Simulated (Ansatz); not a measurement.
Reaction (atomization): `O[CH2][InH][Br]` → Br• + C• + 4 H• + In• + O•

Calculated with Ansatz (gas phase, PBE0-D4/def2-TZVP geometries, no zero-point term in ΔE). CBS: MP2 limit from def2 TZ/QZ plus the TZ coupled-cluster correction, frozen cores. This one scheme is used for every species, atoms too. For atomizations the MP2-based limit and the directly extrapolated one differ by several kJ/mol either way, and by 10 to 25 for some Ge, Se and Sn compounds, so smaller differences from it don't rank the levels. Functionals use def2-TZVPP. Open shells (•) are unrestricted, without spin–orbit coupling. Spin–orbit coupling would lower the free atoms: a little for C, O; clearly for Br; strongly for In. Elements past krypton have def2 core potentials. For Br, In outer-core shells are correlated without core-valence functions, so the limit isn't a true one: a few kJ/mol of doubt a bond, and 10 to 20 or more in all where bonds break to atoms. Scalar relativity is left out up to krypton. One conformer a species, not always the lowest.

`O[CH2][InH][Br]`:

```xyz
8

O     0.205    0.796    1.446
C    -0.683   -0.031    0.747
In    0.229   -0.789   -1.072
Br    1.861    1.072   -1.567
H     0.673    1.363    0.820
H    -1.611    0.486    0.465
H    -0.954   -0.864    1.398
H     0.281   -2.034   -2.237
```

```
          species  BHLYP-D4 energy (Eh)
`O[CH2][InH][Br]`           -2879.95904
              Br•           -2574.10802
               C•             -37.84774
               H•              -0.49854
              In•            -190.04000
               O•             -75.07712
```

**Question.** Work out ΔE.

**Answer.** ΔE = 4 × (-0.49854) + (-2574.10802) + (-37.84774) + (-190.04000) + (-75.07712) − (-2879.95904) = 0.89200 Eh = +559.7 kcal/mol. CCSD(T)/CBS gives +588.5 kcal/mol.

Largest T1 diagnostic among the species: 0.015.

In def2-TZVPP, CCSD(T) changes the Hartree–Fock value by +165.3 kcal/mol (the triples alone add +10.6 kcal/mol) and MP2 by +174.1 kcal/mol; breaking electron pairs costs correlation energy, which Hartree–Fock lacks. Leaving LDA and LC-ωPBE aside and taking each functional with its dispersion term where it has one, the values, not all of them listed here, spread over 35.1 kcal/mol, from BHLYP-D4 to PBE-D4. LDA lies +89.6 kcal/mol from PBE without D4, its usual overbinding. From r2SCAN to r2SCAN0 (25 % exact exchange), in def2-TZVPP and without D4, ΔE moves by −11.8 kcal/mol: exact exchange takes away binding that semilocal exchange gives to molecules.
